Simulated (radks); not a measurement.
Effect of the nuclear size on neutral arsenic, [Ar] 3d10 4s2 4p3. Method: Dirac Kohn-Sham, PBE, spin-unpolarised, spherical densities, finite nucleus; open shells are shared between the two j in proportion to 2j + 1; Fermi nuclear charge, rms radius 4.0968 fm; computed with a radial shooting solver on a logarithmic mesh with Libxc functionals. The rms radius is varied about that value; shifts are against it.

rms radius (fm)  total energy shift (eV)  density at nucleus (e/bohr^3)  1s1/2 shift (meV)  2s1/2 shift (meV)  3s1/2 shift (meV)  3p1/2 shift (meV)  4s1/2 shift (meV)
3.6543                           -0.0811                      3.584e+04              -34.4              -3.39             -0.514              0.050             -0.042
3.8223                           -0.0513                      3.573e+04              -21.8              -2.15             -0.325              0.032             -0.026
4.0968                                 0                      3.556e+04              0.000              0.000              0.000              0.000              0.000
4.4041                            0.0614                      3.539e+04               26.1               2.57              0.389             -0.038              0.032
4.7892                             0.144                      3.519e+04               61.2               6.03              0.913             -0.089              0.074

Slopes of the eigenvalues against <r^2> in GHz/fm^2, as finite differences over the two radii next to the reference (eigenvalue slopes, not the field-shift constants of lines): 1s1/2 2420, 2s1/2 238, 3s1/2 36.1, 3p1/2 -3.51, 4s1/2 2.93.
